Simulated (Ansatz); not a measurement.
Geometry optimisation of H4MoN2S2 (`[NH2][Mo]([NH2])(=[S])=[S]`).

```yaml
crystal:
  periodic: [false, false, false]
  atoms:
    - {symbol: N, position_ang: [-1.185070, 1.030155, -0.514319]}
    - {symbol: Mo, position_ang: [0.384638, -0.094668, -0.492471]}
    - {symbol: N, position_ang: [0.646541, -0.907512, 1.239680]}
    - {symbol: S, position_ang: [0.085036, -1.668019, -1.905462]}
    - {symbol: S, position_ang: [2.074539, 1.147457, -0.896128]}
    - {symbol: H, position_ang: [-2.132860, 0.692164, -0.707585]}
    - {symbol: H, position_ang: [-1.181545, 2.025761, -0.272474]}
    - {symbol: H, position_ang: [1.151854, -0.463554, 2.012636]}
    - {symbol: H, position_ang: [0.245567, -1.808082, 1.518824]}
basis:
  gaussian: {orbitals: def2-TZVP}
hamiltonian: {xc: pbe0, dispersion: d4}
relax: {f_tol: 0.005, max_steps: 150}
```

```sh
$ ansatz run in.yaml --threads 4 --pin off --events-out ev --progress --plain
```

It prints (some lines left out):

```
Functional definition: PBE0
mean field -26566.63356053 eV, -976.3057758386 hartree, gradient 1.6e-5 eV, S^2 0.000000; 0 other end points of the search recorded, 0 dependent functions left out
relax step   1: F+E_penalty+E_count = -26566.90878073 eV  Δ(F+E_penalty+E_count) = +0.000e0 eV  max|allowed force component| = 7.291e-1 eV/Å  Δτ_max = 0.0000 Å  (35 SCF iters, accepted)
mean field -26566.67676182 eV, -976.3073634565 hartree, gradient 1.2e-5 eV, S^2 0.000000; 0 other end points of the search recorded, 0 dependent functions left out
relax step   2: F+E_penalty+E_count = -26566.95700750 eV  Δ(F+E_penalty+E_count) = -4.823e-2 eV  max|allowed force component| = 4.293e-1 eV/Å  Δτ_max = 0.0614 Å  (36 SCF iters, accepted)
mean field -26566.68945383 eV, -976.3078298792 hartree, gradient 1.6e-5 eV, S^2 0.000000; 0 other end points of the search recorded, 0 dependent functions left out
relax step   3: F+E_penalty+E_count = -26566.96858068 eV  Δ(F+E_penalty+E_count) = -1.157e-2 eV  max|allowed force component| = 1.523e-1 eV/Å  Δτ_max = 0.0174 Å  (37 SCF iters, accepted)
mean field -26566.69019433 eV, -976.3078570923 hartree, gradient 1.7e-5 eV, S^2 0.000000; 0 other end points of the search recorded, 0 dependent functions left out
relax step   4: F+E_penalty+E_count = -26566.96936376 eV  Δ(F+E_penalty+E_count) = -7.831e-4 eV  max|allowed force component| = 7.661e-2 eV/Å  Δτ_max = 0.0153 Å  (38 SCF iters, accepted)
mean field -26566.69028217 eV, -976.3078603203 hartree, gradient 1.6e-5 eV, S^2 0.000000; 0 other end points of the search recorded, 0 dependent functions left out
relax step   5: F+E_penalty+E_count = -26566.96957935 eV  Δ(F+E_penalty+E_count) = -2.156e-4 eV  max|allowed force component| = 7.983e-3 eV/Å  Δτ_max = 0.0059 Å  (39 SCF iters, accepted)
mean field -26566.69031644 eV, -976.3078615798 hartree, gradient 1.6e-5 eV, S^2 0.000000; 0 other end points of the search recorded, 0 dependent functions left out
relax step   6: F+E_penalty+E_count = -26566.96959306 eV  Δ(F+E_penalty+E_count) = -1.371e-5 eV  max|allowed force component| = 5.258e-4 eV/Å  Δτ_max = 0.0024 Å  (39 SCF iters, accepted)
mean field -26566.69031644 eV, -976.3078615798 hartree, gradient 1.9e-5 eV, S^2 0.000000; 1 other end points of the search recorded, 0 dependent functions left out
Total energy: -26566.96963807 eV, -976.3181264602 hartree
Atom 0 at    -1.187757     1.022121    -0.495812 Å, force     0.000397    -0.000526     0.000349 eV/Å
Atom 1 at     0.372994    -0.091738    -0.476861 Å, force    -0.000116     0.000360     0.000519 eV/Å
Atom 2 at     0.631745    -0.895154     1.244929 Å, force    -0.000437     0.000443    -0.000463 eV/Å
Atom 3 at     0.084624    -1.636633    -1.876660 Å, force    -0.000297    -0.000331    -0.000149 eV/Å
Atom 4 at     2.042255     1.123957    -0.883026 Å, force     0.000101     0.000131     0.000138 eV/Å
Atom 5 at    -2.108092     0.694727    -0.745979 Å, force     0.000079     0.000022    -0.000255 eV/Å
Atom 6 at    -1.177909     2.006022    -0.275312 Å, force    -0.000019     0.000011    -0.000043 eV/Å
Atom 7 at     1.179909    -0.479038     1.981915 Å, force     0.000181    -0.000060    -0.000071 eV/Å
Atom 8 at     0.250931    -1.790563     1.509509 Å, force     0.000112    -0.000049    -0.000024 eV/Å
Dipole moment:    -0.466063     0.111135     0.609545 e Å
```

Run time 25 s (4 threads of a server CPU on a shared host); peak host memory 0.6 GiB.
